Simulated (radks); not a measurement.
Results of a calculation; reference values are marked as such.
The fluorine ion F+, configuration [He] 2s2 2p4 (the NIST ground configuration).

Code: a radial shooting solver on a logarithmic mesh with Libxc functionals. Model: Dirac Kohn-Sham, LDA (Slater exchange, Perdew-Wang correlation), spin-unpolarised, spherical densities, point nucleus; open shells are shared between the two j in proportion to 2j + 1.

Energy parts (Ry):
total: -196.94031
kinetic: 196.53463
electron-nucleus: -462.80692
Hartree: 87.56738
exchange-correlation: -18.23540

Orbitals (lengths in bohr, moments of r in powers of bohr; r(90%) holds 90 % of the orbital's charge):
| orbital | occ. | eigenvalue (Ry) | <r^2> | r(90%) |
|---|---|---|---|---|
| 1s1/2 | 2 | -49.95302 | 0.04239 | 0.317 |
| 2s1/2 | 2 | -3.45996 | 1.127 | 1.54 |
| 2p1/2 | 1.33333 | -2.09529 | 1.240 | 1.68 |
| 2p3/2 | 2.66667 | -2.08978 | 1.244 | 1.69 |

The highest occupied level is 2p3/2 at -28.433 eV. Summed over all electrons, <r^2> = 7.311 bohr^2, which gives a Langevin (diamagnetic) susceptibility term of -5.79 x 10^-6 cm^3/mol. For comparison, the ionisation energy in NIST's Atomic Spectra Database is 34.971 eV (measured). In exact Kohn-Sham theory the highest level is minus the ionisation energy, but local and semilocal functionals leave it too shallow, through self-interaction and a potential that decays too fast; potentials with the right tail come closer.

Beside tabulated values, note that spin-unpolarised runs miss the spin-polarisation part of the exchange energy of open shells.
